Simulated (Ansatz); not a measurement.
`BC[SiH2]F` + `C=N` → `C=N[SiH2]F` + `BC` at 500 K and 1 bar (ligand exchange at the Si–C bond).

Isolated molecules relaxed with PBE0-D4/def2-TZVP in Ansatz; ΔE leaves out vibrations. CCSD(T)/CBS adds triple-zeta CCSD(T) − MP2 to the extrapolated MP2 energy (def2 sets, frozen cores). This one scheme is used for every species. One conformer a species, not always the lowest.

```json
{"species": "`BC[SiH2]F`", "CCSD(T)/CBS energy (Eh)": "-455.38132", "H − E (kJ/mol)": "219.7", "S (J/(mol·K))": "382.2"}
{"species": "`C=N`", "CCSD(T)/CBS energy (Eh)": "-94.52360", "H − E (kJ/mol)": "124.2", "S (J/(mol·K))": "249.5"}
{"species": "`C=N[SiH2]F`", "CCSD(T)/CBS energy (Eh)": "-484.08456", "H − E (kJ/mol)": "168.9", "S (J/(mol·K))": "351.4"}
{"species": "`BC`", "CCSD(T)/CBS energy (Eh)": "-65.83255", "H − E (kJ/mol)": "172.2", "S (J/(mol·K))": "281.8"}
```

H − E and S are ideal-gas, rigid-rotor, harmonic terms from PBE0-D4/def2-TZVP, for one conformer and one mirror image of each species. 1 Eh = 2625.50 kJ/mol, R = 8.31446 J/(mol·K).

**Question.** By hand: ΔE, ΔH, ΔS and ΔG.

**Answer.** ΔE = (-484.08456) + (-65.83255) − (-455.38132) − (-94.52360) = -0.01219 Eh = -32.0 kJ/mol. Δ(H − E) = 168.9 + 172.2 − 219.7 − 124.2 = -2.8, so ΔH = -34.8 kJ/mol. ΔS = 351.4 + 281.8 − 382.2 − 249.5 = 1.5 J/(mol·K). ΔG = -34.8 − 500 × (1.5)/1000 = -35.5 kJ/mol.

**Question.** By hand: the equilibrium constant, and the temperature at which ΔG would vanish if ΔH and ΔS stayed fixed.

**Answer.** log₁₀ K = −ΔG/(RT ln 10) = 3.7. ΔH and −TΔS have one sign here, so there is no such temperature. One of them is within its doubt of zero, so this could turn.

The number of gas molecules stays the same, so ΔS is small and ΔH decides. A doubt of 5 kJ/mol in ΔE shifts log₁₀ K by 0.5 here. Other conformers and mirror images would add mixing entropy, several J/(mol·K) or more a flexible species. These are equilibria of isolated gas molecules and say nothing of rates. Largest T1 diagnostic: 0.013 (customary marks: 0.02 for closed shells, 0.045 for open ones).
